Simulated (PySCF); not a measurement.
Species: C7H7O2 (doublet state).
Structure used (GFN2-xTB), in Å, numbered top down from 1:
```
atom  x, y, z in Å
C1    -2.291   -2.175    0.169
C2    -2.057   -0.857    0.458
C3    -0.837   -0.249    0.341
C4     0.060    0.865    0.419
C5     0.270    2.276    0.739
C6     0.575   -0.304   -0.001
O7     1.608   -1.017   -0.425
C8     2.808   -0.398   -0.568
O9     3.022    0.763   -0.349
H10   -3.269   -2.602    0.279
H11   -1.499   -2.816   -0.174
H12   -2.875   -0.237    0.804
H13    0.102    2.438    1.804
H14   -0.446    2.891    0.194
H15    1.286    2.569    0.483
H16    3.537   -1.139   -0.916
```

The hyperfine couplings belong to this conformer and change with its torsions.

As a line formula: `C(O[C]1C(C=C)=C1C)=O` [radical].

Computed, not measured: UKS B3LYP, pcH-1 on C H O, non-relativistic, mean-field spin-orbit, GIAO (PySCF). Isolated species at its GFN2-xTB geometry (one conformer only). Couplings are sensitive to structure, and on GFN2-xTB geometries they can be far from those on DFT ones. Stability of the SCF solution: not tested.

Question: Break the g tensor into its mass correction, gauge correction and orbital-Zeeman/spin–orbit terms.

Answer: 
```json
{"Δg (ppm)": "relativistic mass correction", "1": "-151", "2": "-151", "3": "-151"}
{"Δg (ppm)": "gauge correction", "1": "-1", "2": "34", "3": "28"}
{"Δg (ppm)": "orbital Zeeman/spin–orbit", "1": "-17", "2": "413", "3": "696"}
{"Δg (ppm)": "total", "1": "-169", "2": "296", "3": "572"}
```

So g = 2.00215, 2.00262, 2.00289 and g_iso = 2.00255; the tensor is rhombic: the two nearest values differ by 37 % of g3 − g1. Axes: g2 points within 11° of the C3–C4 bond and g3 points within 11° of the C2–H12 bond.

Question: What are the electron Larmor frequencies g μB B/h along the three axes at 330 mT?

Answer: 9.2475, 9.2496, 9.2509 GHz for g1, g2 and g3, a range of 3.4 MHz.

Question: How much does each term add to the isotropic shift?

Answer: The orbital-Zeeman/spin–orbit term 364, the mass correction -151 and the gauge correction 20 ppm, for a total of 233 ppm. The orbital-Zeeman/spin–orbit term is the largest in size. The mass correction is the same along every axis, so the anisotropy comes from the other two: their spans along these axes are 35 (gauge) and 713 ppm (orbital Zeeman/spin–orbit).

Question: At 9.497 GHz, how far is the centre of the isotropic spectrum from where a free electron (g = 2.002319) resonates?

Answer: B = hν/(g μB) with μB/h = 13.99624 MHz/mT gives 338.88 mT for the free electron and 338.84 mT at g_iso, 0.04 mT lower.

Question: In a frozen sample, at which fields do the three g values resonate at 9.5, 34, 94 and 263 GHz (hyperfine left aside), and which band first spreads them over more than twice a line width of 0.3 mT?

Answer: 
```tsv
band	GHz	B(g3) mT	B(g2) mT	B(g1) mT	spread mT
X	9.5	338.89	338.93	339.01	0.13
Q	34.0	1212.86	1213.03	1213.31	0.45
W	94.0	3353.20	3353.66	3354.44	1.24
J	263.0	9381.81	9383.11	9385.29	3.47
```

The spread grows in proportion to the frequency. W band is the first where it exceeds 0.6 mT.

The largest Mulliken spin populations are on C1 (+0.67), C3 (+0.42), C2 (-0.18) and C6 (+0.10). The positive populations add up to 1.25 and the negative ones to -0.25, together 2S = 1. The angles at C1 add up to 360.0°, so it is planar; its axial dipolar tensor and the negative couplings of its protons fit spin in a p orbital normal to that plane.

The HOMO–LUMO gaps are 2.22 eV among the α and 5.35 eV among the β orbitals.

On one thread, AMD EPYC (x86_64) (shared host), this took 2.0 min of wall time (with the writing of density and orbital grids) and 1.0 GiB of memory at its peak.

The SMILES draws the unpaired electron on C6; the largest computed Mulliken spin population is on C1 (0.67 against 0.10).
